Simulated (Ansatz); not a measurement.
Computed with Ansatz on PBE0-D4/def2-TZVP structures; ΔE is electronic, products minus reactants. CCSD(T)/CBS adds triple-zeta CCSD(T) − MP2 to the extrapolated MP2 energy (def2 sets, frozen cores). This one scheme is used for every species. Functionals use def2-TZVPP. HSE06 is defined as in plane-wave codes. Each species was taken in one conformer, which may not be the lowest.

`CNB(F)F` + `C=O` → `O=CB(F)F` + CH₃NH₂  (formal exchange of groups at a B–N bond)

```json
{"level": "r2SCAN0-D4", "ΔE (kcal/mol)": "34.4"}
{"level": "HSE06-D4", "ΔE (kcal/mol)": "33.2"}
```

Problem. What does CCSD(T)/CBS give? (An estimate is asked.)

Solution. Ansatz gave: +32.8 kcal/mol. The listed levels differ from it by 1.6, 0.4 kcal/mol.

Problem. What do rigid-rotor, harmonic-oscillator terms from PBE0-D4/def2-TZVP frequencies (298.15 K, 1 bar) make of the CCSD(T)/CBS value? (Best estimate.)

Solution. The calculation gave: ΔZPE = +0.1 kcal/mol, ΔH = +32.9 kcal/mol, ΔS = 17 J/(mol·K), ΔG = +31.7 kcal/mol.

Largest T1 diagnostic among the species: 0.015.

Leaving LDA and LC-ωPBE aside and taking each functional with its dispersion term where it has one, the values, not all of them listed here, spread over 3.4 kcal/mol, from revPBE-D4 to BHLYP-D4. LDA lies +3.0 kcal/mol from PBE without D4. At CCSD(T), def2-SVP lies +2.3 kcal/mol from the extrapolated value and def2-TZVPP +0.0 kcal/mol.
